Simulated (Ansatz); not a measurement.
The cluster Rb₃H₃⁻. Total charge -1; doublet. Geometry PBE0-D4/def2-TZVPD; atoms count from 1.

```xyz
6

Rb    4.038   -2.141   -2.815
Rb    0.036   -0.021   -0.025
Rb   -2.946    1.552    2.052
H     2.065   -1.091   -1.439
H    -2.554    1.131   -0.472
H    -0.639    0.571    2.700
```

In the def2 sets Rb takes a core potential; there is no spin–orbit coupling. The highest occupied level of the charge -1 doublet lies above zero (up to 0.22 eV). The electron is either unbound and held by the finite basis, or the level is raised by self-interaction error. Another isomer (quartet) lies 1.74 eV lower at PBE0-D4/def2-TZVPD; other spin states weren't run for this one.

**Question.** Estimate the Mulliken populations from the PBE0/def2-TZVPD orbitals of Ansatz.

**Answer.** 
```tsv
atom	charge (e)	spin (α − β)
Rb1	-0.15	0.92
Rb2	0.63	0.04
Rb3	0.21	0.01
H4	-0.57	0.04
H5	-0.56	0.00
H6	-0.56	0.00
```
Mulliken values depend strongly on the basis. With diffuse functions, as here, like atoms can get unlike values, and bond orders can come out too low or too high.

**Question.** Where does the spin sit?

**Answer.** Summed by element: Rb 0.96, H 0.04, of 1 unpaired in all. Largest on single atoms: Rb1 0.92, Rb2 0.04, H4 0.04.
